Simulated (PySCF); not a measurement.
Stepwise substitution at one centre (B NH2-SiH3). All species are isolated molecules in the gas phase. Strings in code marks are SMILES.

All values below come from PySCF 2.14.0 with PBE-D3(BJ)/def2-TZVP // B3LYP-D3(BJ)/def2-TZVP. All candidates: neutral, multiplicity 1. Excitations are Tamm–Dancoff values on a coarser integration grid. The basis has no diffuse functions, so Rydberg states are missing or too high.

```
Property               Value
-------------------  -------
T1 excitation (TDA)  5.05 eV
S1 excitation (TDA)  5.24 eV
HOMO–LUMO gap        5.17 eV
```

### Question
Name which member has these values.
A) `[SiH3]B([SiH3])[SiH3]`
B) `NB(N)[SiH3]`
C) `NB(N)N`
D) `NB([SiH3])[SiH3]`

### Answer
C, `NB(N)N`. The others give `NB(N)[SiH3]`: 5.10 eV, 5.80 eV, 5.41 eV; `NB([SiH3])[SiH3]`: 3.85 eV, 4.53 eV, 4.26 eV; `[SiH3]B([SiH3])[SiH3]`: 2.33 eV, 3.03 eV, 2.77 eV
